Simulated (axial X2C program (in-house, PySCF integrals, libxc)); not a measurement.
## Levels of SiSe⁻ by electron attachment to SiSe (EOM-EA-CCSD)

Calculated with an in-house all-electron X2C program for linear molecules (integrals from PySCF): two-component X2C with atomic mean-field Coulomb and Gaunt terms, Gaussian nuclei, basis Se dyall-acv3z, Si dyall-av3z with contracted cores.

R = 2.250 Å (1.090 times 2.064 Å, the PBE0 minimum at charge 0 for the lowest determinant).

Levels of SiSe⁻ obtained by attaching an electron to SiSe:

```tsv
Ω	binding energy (eV)	above lowest (cm⁻¹)	attached spinor	one-particle weight
1/2	0.846	0	63% Si pπ, 12% Se dπ, 11% Se pπ	0.94
3/2	0.785	492	60% Si pπ, 12% Se pπ, 12% Si dπ	0.94
1/2	-0.680	12306	77% Si pσ, 9% Si sσ, 7% Se pσ	0.98
1/2	-0.826	13483	75% Si sσ, 7% Se sσ, 6% Se pσ	0.98
3/2	-1.127	15909	93% Si pπ	0.99
1/2	-1.129	15930	93% Si pπ	0.99
1/2	-1.974	22741	72% Se pσ, 10% Si pσ, 8% Se dσ	0.98
```

Question: Take the first Ω = 1/2 and Ω = 3/2 rows of π character: how far apart are they, and which lies lower?

Answer: E(3/2) − E(1/2) = 492 − 0 = 492 cm⁻¹ at EOM-EA-CCSD: regular, Ω = 1/2 lower. Splittings at this level can be off by ten to twenty per cent.

Negative binding energies belong to unbound states, resonances or levels that the basis set holds; within some tenths of an eV of zero the sign is not settled.

This point took 26 s on 1 thread of Arm Neoverse V1, on a shared host.

Reference electrons by ω block (each with its −ω partner): 1/2: 17, 3/2: 6, 5/2: 1. 10 electrons of SiSe correlated (inner shells frozen), 92 natural virtual spinors (a truncated set); levels can be off by some tenths of an eV. Roots sought by Ω: (1/2: 5, 3/2: 4, 5/2: 2, 7/2: 1); the list ends where they run out and leaves out roots under 60 % one-particle weight. The solver can skip a root, and states that need a further excitation, which the method places far too high, are missing though they may lie low or lowest. T1 of the reference 0.035 (Lee–Taylor). Number of frozen shells: Se 3 s, 2 p, 1 d; Si 2 s, 1 p. Large amplitudes in the reference (orbital relaxation or multireference character) lower the reliability.
